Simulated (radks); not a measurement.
All-electron atom: Si4- in [Ar]. Calculated with a radial shooting solver on a logarithmic mesh with Libxc functionals: non-relativistic Kohn-Sham, PBEsol, spin-polarised, spherical densities, point nucleus; Watson sphere of charge +4 and radius 2.18 bohr.

Local quantities along the radius. ELF = 1/(1 + alpha^2) is the electron localisation function; alpha = (tau - tau_W)/tau_unif compares the Pauli kinetic energy density with that of the uniform gas (summed over spins); r v_xc is r times the local exchange-correlation potential of spin up (hartree bohr); -r V(r) is the screened charge that the Kohn-Sham potential of spin up presents (atomic units).

| r (bohr) | ELF | alpha | r v_xc | -r V(r) |
|---|---|---|---|---|
| 0.005164 | 1.000 | 0.009147 | -0.07703 | 13.82 |
| 0.006617 | 1.000 | 0.009662 | -0.09279 | 13.77 |
| 0.00848 | 1.000 | 0.01037 | -0.1124 | 13.70 |
| 0.01078 | 1.000 | 0.01131 | -0.1356 | 13.61 |
| 0.01381 | 1.000 | 0.01269 | -0.1646 | 13.49 |
| 0.0177 | 1.000 | 0.01472 | -0.1994 | 13.34 |
| 0.0225 | 1.000 | 0.01769 | -0.2387 | 13.16 |
| 0.02884 | 0.999 | 0.02257 | -0.2850 | 12.92 |
| 0.03696 | 0.999 | 0.03086 | -0.3356 | 12.62 |
| 0.04736 | 0.998 | 0.04612 | -0.3880 | 12.26 |
| 0.0602 | 0.994 | 0.07560 | -0.4363 | 11.84 |
| 0.07715 | 0.980 | 0.1436 | -0.4776 | 11.32 |
| 0.09886 | 0.910 | 0.3138 | -0.5034 | 10.71 |
| 0.1267 | 0.640 | 0.7503 | -0.5103 | 10.00 |
| 0.161 | 0.295 | 1.546 | -0.5049 | 9.220 |
| 0.2064 | 0.218 | 1.892 | -0.5236 | 8.333 |
| 0.2645 | 0.419 | 1.177 | -0.6321 | 7.426 |
| 0.3389 | 0.719 | 0.6259 | -0.7505 | 6.456 |
| 0.4308 | 0.843 | 0.4313 | -0.8334 | 5.499 |
| 0.5521 | 0.859 | 0.4055 | -0.8557 | 4.567 |
| 0.7075 | 0.737 | 0.5976 | -0.7961 | 3.736 |
| 0.8994 | 0.262 | 1.677 | -0.6752 | 3.021 |
| 1.153 | 0.082 | 3.340 | -0.5894 | 2.403 |
| 1.477 | 0.452 | 1.101 | -0.7867 | 2.132 |
| 1.893 | 0.851 | 0.4192 | -0.9404 | 2.002 |
| 2.406 | 0.887 | 0.3572 | -1.019 | 1.794 |
| 3.083 | 0.814 | 0.4775 | -0.9305 | 1.205 |
| 3.951 | 0.560 | 0.8873 | -0.6933 | 0.7618 |
| 5.063 | 0.167 | 2.232 | -0.4646 | 0.4760 |
| 6.436 | 0.018 | 7.335 | -0.3369 | 0.3382 |
| 8.248 | 0.001 | 37.32 | -0.1698 | 0.1699 |

On this mesh the ELF has minima near r = 0.21, 1.2 bohr, which separate the shells, and maxima near 0.49 (0.86), 2.4 (0.89).

Self-consistent cycle (total energy in hartree, residual of the potential): 1: -308.030454, 7e+00; 2: -316.310690, 3e+00; 3: -317.302994, 7e-01; 4: -317.343758, 6e-02; 5: -317.344557, 6e-03; 6: -317.344562, 2e-03; 7: -317.344563, 1e-04; 8: -317.344563, 3e-05; 9: -317.344563, 8e-06; 10: -317.344563, 2e-07; 11: -317.344563, 1e-07; 12: -317.344563, 4e-08; 13: -317.344563, 2e-09.
